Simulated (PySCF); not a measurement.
B3LYP has the VWN-RPA correlation part, as in Gaussian. 

```xyz
10

C      1.5498    -0.1875    -0.2207
Si    -0.0980     0.5957     0.1201
C     -1.6366    -0.3395     0.3029
O     -1.3204     0.3613    -0.9837
H      2.1033     0.3900    -0.9649
H      1.4224    -1.2027    -0.5980
H      2.1552    -0.2246     0.6879
H      0.0158     1.9562     0.6838
H     -1.6739    -1.4191     0.1836
H     -2.5175     0.0701     0.7890
```

Charge 0, multiplicity 1.

Problem. Give the Mulliken and meta-Löwdin atomic charges from B3LYP-D3(BJ)/def2-TZVP (PySCF).

Solution. 
```csv
atom,Mulliken (e),meta-Löwdin (e)
C1,-0.46,-0.61
Si2,0.48,0.98
C3,-0.17,-0.27
O4,-0.42,-0.63
H5,0.13,0.14
H6,0.14,0.14
H7,0.13,0.13
H8,-0.05,-0.12
H9,0.11,0.12
H10,0.11,0.12
```
